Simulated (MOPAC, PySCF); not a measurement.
Stepwise substitution at one centre (Ga Br-SH). All species are isolated molecules in the gas phase. One relaxed conformer stands for each flexible species; it need not be the lowest. Strings in code marks are SMILES.

Quantity: vertical ionisation energy (energy after one electron is removed minus that of the parent at the parent's geometry), in eV.

Level 1: B3LYP-D3(BJ)/def2-TZVP (PySCF)
Level 2: minus the HOMO energy of HF/3-21G // B3LYP-D3(BJ)/def2-TZVP (PySCF)
Level 3: minus the HOMO energy of PM6 // B3LYP-D3(BJ)/def2-TZVP (MOPAC)
Level 4: minus the HOMO energy of SVWN5/6-31G* // B3LYP-D3(BJ)/def2-TZVP (PySCF)

```json
[
 {"species": "`[SH][Ga]([Br])[Br]` (H–S–Ga–Br torsion 180°)", "level 1": "10.14", "level 2": "11.23", "level 3": "10.14", "level 4": "7.09"},
 {"species": "`[SH][Ga]([SH])[SH]`", "level 1": "9.43", "level 2": "10.77", "level 3": "9.54", "level 4": "6.46"}
]
```
